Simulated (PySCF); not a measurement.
Molecule: `CC(C)CCOC=O`, C$_{6}$H$_{12}$O$_{2}$.

Geometry (Å), atoms numbered from 1 in this order:
```xyz
20

C    -1.8390    1.0424    0.9838
C    -0.6840    0.4707    0.1636
C    -1.2031   -0.0787   -1.1630
C     0.0343   -0.6044    0.9879
C     1.3008   -1.1537    0.3366
O     2.2924   -0.1275    0.2005
C     2.5591    0.3190   -1.0091
O     2.0879   -0.0525   -2.0440
H    -1.4793    1.4546    1.9239
H    -2.3409    1.8338    0.4326
H    -2.5664    0.2642    1.2052
H     0.0242    1.2806   -0.0461
H    -1.8242   -0.9567   -0.9959
H    -0.3856   -0.3458   -1.8271
H    -1.8043    0.6750   -1.6662
H    -0.6428   -1.4438    1.1583
H     0.3056   -0.1835    1.9586
H     1.0910   -1.5753   -0.6495
H     1.7470   -1.9206    0.9752
H     3.3224    1.1129   -0.9283
```

Frames of a GFN2-xTB Langevin trajectory at 300 K; GIAO PBE0/pcSseg-1 shieldings in PySCF 2.14, gas phase, non-relativistic; equivalent atoms averaged within each frame.

References, each an isolated molecule treated in the same way: TMS for 13C (186.93 ppm) and 1H (31.72 ppm); 17O (336.08 ppm) vs H2O. The references are static minima.

How do the shifts (ppm) fluctuate along the trajectory?

## Answers


```
         time (fs)     C7    C5    C4    C2  C1/C3     O8     O6   H20  H18/H19   H12
               250  167.7  58.5  46.3  28.6   25.5  451.1  216.9  8.30     4.61  2.53
               425  166.4  61.9  48.7  31.6   27.8  429.6  217.2  8.41     4.07  1.76
               625  177.0  57.9  50.9  23.6   23.9  507.8  224.3  7.93     4.63  1.41
               800  167.7  65.7  38.5  37.7   25.6  462.2  209.1  8.75     4.56  1.27
              1000  160.6  66.2  42.9  40.6   27.9  431.5  194.6  8.10     4.06  3.24
    mean of frames  167.9  62.0  45.5  32.4   26.2  456.5  212.4  8.30     4.39  2.04
standard deviation    5.9   3.9   4.9   6.9    1.7   31.8   11.3  0.31     0.29  0.83
```

5 frames give an uncertainty of the mean of about the standard deviation over 2.2 at best, since frames this close in time may not be independent; classical motion lacks zero-point vibration, and the reference would need the same averaging.
